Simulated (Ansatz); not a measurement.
System: SnCl (charge +1, singlet). 
Geometry from a B3LYP-D3(BJ)/def2-TZVP (Ansatz, a program for electronic structure) optimisation:
SMILES: [Cl][Sn+]
```xyz
2

Sn     0.0000     0.0000    -0.5785
Cl     0.0000     0.0000     1.7014
```
Charge +1, spin multiplicity 1.

Total electronic energies in hartree. Cores are frozen in the correlated levels unless marked. No spin-orbit coupling. Frozen are the shells of the preceding noble gas and the d and f shells that filled before the atom's block. Past Kr the def2 sets carry scalar-relativistic core potentials. Basis-set limits of correlation are two-point, X^-3; Hartree-Fock from the larger set. The bracket is a focal-point correction in the basis named.

| level | program | energy (Eh) |
|---|---|---|
| SVWN5/def2-TZVPD | Ansatz | ? |
| revPBE/def2-TZVPD | Ansatz | -674.26114 |
| PBE0-D4/def2-TZVP | Ansatz + dftd4 | -674.14449 |
| r2SCANh-D4/def2-TZVPD | Ansatz + dftd4 | -674.32261 |
| CAM-B3LYP-D3(BJ)/def2-TZVPD | Ansatz + dftd3 | ? |
| B2GP-PLYP/def2-TZVPD | Ansatz | -673.76411 |
| MP2/CBS(def2-TZVPP,def2-QZVPP) | Ansatz | -672.9649 |
| RI-MP2/CBS(def2-TZVPPD,def2-QZVPPD)+[CCSD(T)-MP2]/def2-QZVPPD | Ansatz | -672.9992 |
| CCSD(T)/CBS(def2-TZVPPD,def2-QZVPPD) | Ansatz | -672.9990 |

### Question
Complete the blanks.

### Answer

- SVWN5/def2-TZVPD, energy (Eh): -672.47672
- CAM-B3LYP-D3(BJ)/def2-TZVPD, energy (Eh): -674.28566
